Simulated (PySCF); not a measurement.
C₂H₅OS, SMILES [CH2]S(C)=O, multiplicity 2.

Geometry optimised at PBE-D3(BJ)/def2-SVP. The isomer is the one that the SMILES or the coordinates give; other isomers of the formula were not compared.

Method: TDA-PBE/def2-SVPD run with PySCF.

Vertical excitations. The molecule is in vacuum.

**Question.** List the lowest excited states. (Estimate from the structure and the level; the computed values follow.)

**Answer.** 
```json
[
 {"state": "root 1", "energy (eV)": "2.42", "λ (nm)": "513", "f": "0.031", "main pairs": "β HOMO→LUMO 95 %"},
 {"state": "root 2", "energy (eV)": "2.97", "λ (nm)": "417", "f": "0.003", "main pairs": "β HOMO−1→LUMO 99 %"},
 {"state": "root 3", "energy (eV)": "4.54", "λ (nm)": "273", "f": "0.005", "main pairs": "α HOMO→LUMO 92 %, β HOMO→LUMO+1 7 %"},
 {"state": "root 4", "energy (eV)": "4.88", "λ (nm)": "254", "f": "0.010", "main pairs": "α HOMO→LUMO+1 97 %"},
 {"state": "root 5", "energy (eV)": "5.18", "λ (nm)": "239", "f": "0.015", "main pairs": "α HOMO→LUMO+2 67 %, β HOMO−2→LUMO 27 %"},
 {"state": "root 6", "energy (eV)": "5.39", "λ (nm)": "230", "f": "0.003", "main pairs": "α HOMO→LUMO+2 11 %, α HOMO−1→LUMO 6 %, β HOMO→LUMO+1 66 %"},
 {"state": "root 7", "energy (eV)": "5.42", "λ (nm)": "229", "f": "0.024", "main pairs": "α HOMO→LUMO+2 15 %, β HOMO−2→LUMO 60 %, β HOMO→LUMO+1 14 %"},
 {"state": "root 8", "energy (eV)": "5.47", "λ (nm)": "227", "f": "0.019", "main pairs": "α HOMO→LUMO+3 97 %"},
 {"state": "root 9", "energy (eV)": "5.74", "λ (nm)": "216", "f": "0.008", "main pairs": "β HOMO→LUMO+2 96 %"},
 {"state": "root 10", "energy (eV)": "5.97", "λ (nm)": "208", "f": "0.039", "main pairs": "α HOMO→LUMO+4 82 %, β HOMO→LUMO+3 6 %"}
]
```
Unrestricted roots are not spin-pure.
